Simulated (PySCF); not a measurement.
(Cl2B-mu-SH)2.
Bonds: B1–Cl2, B1–Cl3, B1–S4, B1–S8, S4–B5, B5–Cl6, B5–Cl7, B5–S8. Hydrogens: H9 on S4; H10 on S8.

Computed by this run: PBE0-D3(BJ)/def2-SVP geometry optimisation, gas phase (PySCF); density fitting, grid level 1; the optimiser is geomeTRIC in internal coordinates, started from a GFN2-xTB structure with every atom displaced at random (about 0.03 Å).

Step 0: E = -73103.6082 eV
```
atom  x, y, z in Å  |  force x, y, z in eV/Å
B1     -0.5844   -1.2797    0.3725   -2.187   3.454  -0.398
Cl2     0.2491   -2.7200    0.5222    1.261  -2.198   0.260
Cl3    -2.4475   -1.2502    0.6302    1.542   0.038  -0.123
S4      0.3456    0.3150    1.4554   -2.149   0.331  -0.353
B5      0.6356    1.1831   -0.3904   -0.231  -0.992   0.566
Cl6     2.3738    1.2591   -0.6628    0.910  -0.042  -0.207
Cl7    -0.2395    2.6998   -0.5288   -0.580   0.537  -0.122
S8     -0.1971   -0.2924   -1.4840   -1.783   0.655   1.198
H9     -0.8768    1.0010    1.7890    1.576  -0.935  -0.432
H10     0.8658   -0.9927   -1.6988    1.640  -0.848  -0.389
```

Step 1: E = -73104.1150 eV
```
atom  x, y, z in Å  |  force x, y, z in eV/Å
B1     -0.5915   -1.2121    0.3622   -0.514   1.617  -0.271
Cl2     0.2559   -2.7188    0.5310    0.459  -0.836   0.079
Cl3    -2.3733   -1.1562    0.6398    0.123  -0.131   0.024
S4      0.2967    0.2923    1.4316    0.103  -0.305  -0.317
B5      0.6202    1.1625   -0.3689   -0.003  -0.391   0.286
Cl6     2.3883    1.2254   -0.6633    0.097   0.040  -0.035
Cl7    -0.3031    2.6796   -0.5250   -0.110   0.159  -0.038
S8     -0.2254   -0.2867   -1.4432    0.033  -0.384   0.299
H9     -0.8488    0.9235    1.7348   -0.183   0.132   0.060
H10     0.9056   -0.9862   -1.6947   -0.005   0.099  -0.087
```

**Question.** Estimate the geometry and energy of step 2. (The exact step hangs on the optimiser's Hessian estimate; all steps are aligned on step 1, rigid shifts and turns removed.)

**Answer.** E = -73104.1742 eV, largest force 0.597 eV/Å
```
atom  x, y, z in Å  |  force x, y, z in eV/Å
B1     -0.5921   -1.1706    0.3530   -0.039   0.575  -0.158
Cl2     0.2668   -2.7107    0.5255    0.166  -0.324   0.043
Cl3    -2.3586   -1.1369    0.6434   -0.206  -0.113   0.044
S4      0.2893    0.2811    1.4219    0.091  -0.079   0.013
B5      0.6172    1.1411   -0.3557    0.045  -0.061   0.102
Cl6     2.3904    1.2135   -0.6595   -0.051   0.030  -0.005
Cl7    -0.3190    2.6615   -0.5186    0.002   0.043  -0.021
S8     -0.2290   -0.3028   -1.4288    0.137  -0.222  -0.038
H9     -0.8535    0.9273    1.7307   -0.033   0.077   0.029
H10     0.9133   -0.9802   -1.7075   -0.111   0.075  -0.008
```

The energy changes by -0.0593 eV. The first-order estimate −F·Δx gives -0.0963 eV and the mean of the old and new forces, exact on a quadratic surface, -0.0596 eV. The step makes an angle of 52° with the force vector and moves no atom by more than 0.043 Å.

The cost below is that of the whole optimisation. The run took 4.1 min wall, 3.4 min CPU on Intel Xeon at 2.50 GHz, one thread, no GPU, on a shared host, and the process peaked at 0.63 GiB of memory.
